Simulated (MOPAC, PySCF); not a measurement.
C$_{3}$H$_{7}$B, SMILES `B/C=C\C`, neutral singlet in the gas phase. 

Cartesian coordinates (Å):
```xyz
11

B      1.7533    -0.3692    -0.1508
C      0.7999     0.7272     0.3337
C     -0.5585     0.6715     0.2967
C     -1.4088    -0.4401    -0.2119
H      1.3482    -1.3974    -0.6286
H      2.9440    -0.2184    -0.0600
H      1.2180     1.6492     0.7550
H     -1.1245     1.5315     0.6813
H     -0.8214    -1.2805    -0.5965
H     -2.0741    -0.8029     0.5896
H     -2.0761    -0.0709    -1.0086
```
Charge 0, multiplicity 1.

All levels are single points at this geometry (PBE-D3(BJ)/def2-TZVP); Pople sets use spherical d functions. Orbital energies aren't observables, and empty levels follow the basis.

```
level                          HOMO (eV)  LUMO (eV)  gap (eV)  dipole (D)  vertical IE, Delta-SCF (eV)
-----------------------------  ---------  ---------  --------  ----------  ---------------------------
PBE-D3(BJ)/def2-TZVP in PySCF      -6.87      -2.92      3.96        2.03                            –
B3LYP/3-21G in PySCF               -7.50      -1.85      5.65        2.02                            –
B3LYP/6-311+G** in PySCF           -7.67      -2.18      5.49        1.91                            –
B3LYP/6-31G* in PySCF              -7.38      -1.75      5.63        1.92                         9.89
M06-2X/6-31G* in PySCF             -8.79      -0.68      8.12        1.73                            –
PBE/6-31G* in PySCF                -6.59      -2.56      4.03        2.04                            –
HF/3-21G in PySCF                 -10.03       2.03     12.06        1.85                            –
HF/6-31G* in PySCF                 -9.89       2.22     12.12        1.73                         8.50
PM3 in MOPAC                      -10.57      -0.54     10.02        2.13                            –
```
